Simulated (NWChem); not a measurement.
Molecule: hydrogen bromide (HBr); SMILES Br

Program: NWChem. Structure relaxed at the PBE0/def2-SVP level.

Q: Taking Hartree-Fock/def2-QZVP as the yardstick, which of these has the fewest basis functions while keeping “highest occupied level (eV)” within 0.2 eV of it: Hartree-Fock/pcseg-2; Hartree-Fock/3-21G; Hartree-Fock/def2-TZVPP; Hartree-Fock/pcseg-1; Hartree-Fock/aug-pcseg-1?

A: Hartree-Fock/pcseg-1.
```json
[
 {"level": "Hartree-Fock/3-21G", "basis functions": "24", "highest occupied level (eV)": "-11.49"},
 {"level": "Hartree-Fock/pcseg-1", "basis functions": "32", "highest occupied level (eV)": "-11.78"},
 {"level": "Hartree-Fock/aug-pcseg-1", "basis functions": "45", "highest occupied level (eV)": "-11.90"},
 {"level": "Hartree-Fock/pcseg-2", "basis functions": "57", "highest occupied level (eV)": "-11.82"},
 {"level": "Hartree-Fock/def2-TZVPP", "basis functions": "62", "highest occupied level (eV)": "-11.81"},
 {"level": "Hartree-Fock/def2-QZVP", "basis functions": "105", "highest occupied level (eV)": "-11.83"}
]
```

The yardstick is one finite set, not the basis-set limit.
